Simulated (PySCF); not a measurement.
H3AlCl2Ge (SMILES [Cl][Al]([Cl])[GeH3]), singlet, at a GFN2-xTB geometry (such geometries of metal compounds can be far from the true shape).

Input for PySCF:
```python
from pyscf import gto, scf, dft

mol = gto.M(
    atom='''
Al    0.40566604   -0.36355580    0.34701784
Cl    2.32521884   -0.58956501   -0.26133461
Cl   -0.28291738   -1.22824366    2.04567786
Ge   -1.10649141    0.98660865   -0.96524327
H    -1.98803472    1.92212522   -0.18242281
H    -0.47751173    1.89729841   -1.98336100
H    -2.11951164    0.23807246   -1.79149899
''',
    basis='def2-svpd',
    verbose=4,
    max_memory=1800,
)

mf = dft.RKS(mol)
mf.xc = 'pbe'
mf = mf.density_fit(auxbasis='def2-universal-jkfit')
mf.kernel()
```

What does this run give for the nuclear repulsion energy, dipole moment, Mulliken (on the basis functions themselves) charges in atom order, HOMO-LUMO gap?


| Property | Result |
|---|---|
| nuclear repulsion energy | 452.2671 Eh |
| dipole moment | 0.39 D |
| Mulliken (on the basis functions themselves) charges in atom order | Al1 1.46, Cl2 -0.67, Cl3 -0.67, Ge4 -0.85, H5 0.24, H6 0.25, H7 0.24 |
| HOMO-LUMO gap | 4.80 eV |
